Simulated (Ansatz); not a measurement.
`[F][AlH][CH2]CCl` + CH₄ → `[CH3][AlH][CH2]CCl` + H–F  (formal exchange of groups at the Al–F bond)

Isolated molecules relaxed with PBE0-D4/def2-TZVP in Ansatz; ΔE leaves out vibrations. CBS: MP2 limit from def2 TZ/QZ plus the TZ coupled-cluster correction, frozen cores. This one scheme is used for every species. Functionals use def2-TZVPP. Each species was taken in one conformer, which may not be the lowest.

```tsv
species	ωB97M-V energy (Eh)
`[F][AlH][CH2]CCl`	-881.75991
CH₄	-40.49280
`[CH3][AlH][CH2]CCl`	-821.71636
H–F	-100.46072
```

Task: Work out ΔE.

Result: ΔE = (-821.71636) + (-100.46072) − (-881.75991) − (-40.49280) = 0.07563 Eh = +198.6 kJ/mol. CCSD(T)/CBS gives +196.7 kJ/mol.

Largest T1 diagnostic among the species: 0.011.

The D4 term adds −5.5 kJ/mol with B3LYP and −3.2 kJ/mol with PBE0; it sums over pairs of atoms, weighted by their polarisabilities, and B3LYP, whose exchange is more repulsive, gets the larger term. In def2-TZVPP, CCSD(T) changes the Hartree–Fock value by −18.9 kJ/mol (the triples alone add −2.5 kJ/mol) and MP2 by −17.4 kJ/mol.

B3LYP here is the variant with VWN-RPA as its local correlation; programs differ in this.
